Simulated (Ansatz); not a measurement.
Molecule: CH$_{3}$BF, net charge 0, doublet state. It need not be the lowest isomer of its formula. 
Geometry from a B3LYP-D3(BJ)/def2-TZVP (Ansatz, a first-principles code) optimisation:
```
C
H 1 1.0889
H 1 1.0950 2 109.89
H 1 1.0974 2 107.07 3 116.55
B 1 1.5578 2 113.05 4 117.92
F 5 1.3151 1 123.07 2 154.99
```
Charge 0, spin multiplicity 2.

Quantity: atomisation energy (electronic, to ground-state atoms), in kcal/mol. Valence correlation only, unless marked. UHF or UKS for open shells. No spin-orbit coupling. Non-relativistic. The coupled-cluster limit lacks core correlation, which all-electron functionals hold. Basis-set limits of correlation are two-point, X^-3; Hartree-Fock from the larger set. The bracket is a focal-point correction in the basis named.

```csv
level,program,atomisation energy (kcal/mol)
HF/6-31G,Ansatz,395.6
```

**Question.** Predict the RI-MP2/CBS(cc-pVTZ,cc-pVQZ)+[CCSD(T)-MP2]/cc-pVTZ result (Ansatz).

**Answer.** 540.6 kcal/mol
